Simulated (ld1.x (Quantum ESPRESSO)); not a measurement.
He TM semilocal: all-electron and pseudo phase curves

```json
{"Element": "helium (He)", "Generator": "ld1.x (Quantum ESPRESSO) 7.5", "Type": "norm-conserving Troullier–Martins (semilocal form)", "Functional": "PBE", "Relativity": "non-relativistic", "Frozen core": "none", "Valence charge": "2", "Reference configuration": "1s1.75 (charge +0.25)", "Partial waves": "1s (bound): rc 0.50 bohr; 2p channel at 0.1 Ry: rc 0.55 bohr", "Local potential": "the p channel", "Core correction": "none"}
```

The phase is arctan(r·u′/u) with u = r·R(r), unwrapped; energies in Ry, scanned from -4 to 5 Ry. A pole is an energy at which the radial function vanishes at the test radius. The pseudo phase is shifted by a multiple of π to meet the all-electron one at the reference energy, and phase errors are pseudo minus all-electron; the curves can meet again beyond the range given. Levels narrower than the energy grid can be missing from the lists of poles.

Question: For each channel, where are the poles, and over which energies does the pseudopotential scatter like the atom?

Answer:

```json
{"channel": "s", "radius (bohr)": "0.60", "reference energy (Ry)": "-1.55", "poles, all-electron": "none", "poles, pseudo": "none", "unbroken range about the reference energy with phases within 0.05 rad": "the whole range", "phase error 1 Ry above the reference energy (rad)": "+0.000"}
{"channel": "p", "radius (bohr)": "0.60", "reference energy (Ry)": "0.10", "poles, all-electron": "none", "poles, pseudo": "none", "unbroken range about the reference energy with phases within 0.05 rad": "the whole range", "phase error 1 Ry above the reference energy (rad)": "+0.000"}
```

Phases in the s channel:

```csv
E (Ry),all-electron,pseudo
-4.00,0.400,0.400
-3.52,0.321,0.321
-3.04,0.235,0.235
-2.56,0.141,0.141
-2.08,0.040,0.040
-1.60,-0.067,-0.067
-1.12,-0.178,-0.178
-0.64,-0.291,-0.291
-0.16,-0.402,-0.402
0.32,-0.509,-0.509
0.80,-0.610,-0.610
1.28,-0.705,-0.704
1.76,-0.791,-0.790
2.24,-0.869,-0.869
2.72,-0.940,-0.939
3.20,-1.004,-1.003
3.68,-1.061,-1.060
4.16,-1.113,-1.111
4.64,-1.159,-1.158
```
